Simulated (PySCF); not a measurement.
Cl2GeH, SMILES [Cl][GeH][Cl], multiplicity 2. Atoms are numbered in the order given.

```xyz
4

Cl     0.0249     0.6350     1.7312
Ge    -0.0641    -0.6274     0.0000
Cl     0.0249     0.6350    -1.7312
H      1.2056    -1.5133     0.0000
```
Charge 0, spin multiplicity 2.

Geometry: ωB97X-D3(BJ)/def2-TZVP. The isomer is the one that the SMILES or the coordinates give; other isomers of the formula were not compared.

Method: TDA-PBE/def2-SVPD in PySCF.

Vertical excitations. The molecule is in vacuum.

Computed UV-visible absorptions:
```
state    energy (eV)  λ (nm)      f                              main pairs
-------  -----------  ------  -----  --------------------------------------
root 1          3.16     392  0.000                       β HOMO→LUMO 100 %
root 2          3.36     369  0.003                      β HOMO−1→LUMO 99 %
root 3          3.53     352  0.019                      β HOMO−2→LUMO 96 %
root 4          4.07     304  0.004    α HOMO→LUMO 21 %, β HOMO−3→LUMO 77 %
root 5          4.38     283  0.035    α HOMO→LUMO 78 %, β HOMO−3→LUMO 20 %
root 6          4.81     258  0.042                      α HOMO→LUMO+1 97 %
root 7          5.22     237  0.005   α HOMO→LUMO+2 7 %, β HOMO−4→LUMO 90 %
root 8          5.38     230  0.020                      β HOMO−5→LUMO 95 %
root 9          5.61     221  0.051   α HOMO→LUMO+2 90 %, β HOMO−4→LUMO 5 %
root 10         6.22     199  0.002  α HOMO−1→LUMO 62 %, β HOMO→LUMO+1 36 %
```
Unrestricted roots are not spin-pure.
